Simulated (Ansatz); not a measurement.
Species: WH (charge 0, sextet). The spin state was set by rule; other spins were not relaxed. 
Coordinates optimised at B3LYP-D3(BJ)/def2-TZVP (Ansatz, an electronic-structure program):
```
W
H 1 1.7207
```
Charge 0, spin multiplicity 6.

Total electronic energies in hartree. Valence correlation only, unless marked. Open shells are spin-unrestricted. No spin-orbit coupling. The frozen core is the preceding noble-gas configuration, with the filled d and f shells of earlier blocks. In def2 rows, elements after Kr have scalar-relativistic effective core potentials. CBS marks a two-point X^-3 extrapolation of the correlation energy; Hartree-Fock from the larger set. The bracket is a focal-point correction in the basis named.

```
level                                                                 program  energy (Eh)
-------------------------------------------------------------  --------------  -----------
B3LYP-D3(BJ)/def2-TZVPD                                        Ansatz + dftd3            ?
PBE0-D3(BJ)/def2-TZVPD                                         Ansatz + dftd3            ?
LC-wPBE-D3(BJ)/def2-TZVPD                                      Ansatz + dftd3    -67.55643
wB97M-V/def2-TZVPD                                                     Ansatz    -67.44202
RPA@PBE/def2-QZVPP                                                     Ansatz            ?
CCSD/def2-TZVPP                                                        Ansatz    -67.04352
CCSD(T)/def2-SVP                                                       Ansatz    -67.00771
RI-MP2/CBS(def2-TZVPPD,def2-QZVPPD)+[CCSD(T)-MP2]/def2-QZVPPD          Ansatz     -67.0587
CCSD(T)/CBS(def2-TZVPPD,def2-QZVPPD)                                   Ansatz     -67.0587
```

### Question
Some entries are withheld; supply them.

### Answer

- B3LYP-D3(BJ)/def2-TZVPD, energy (Eh): -67.56595
- PBE0-D3(BJ)/def2-TZVPD, energy (Eh): -67.53804
- RPA@PBE/def2-QZVPP, energy (Eh): -67.16330
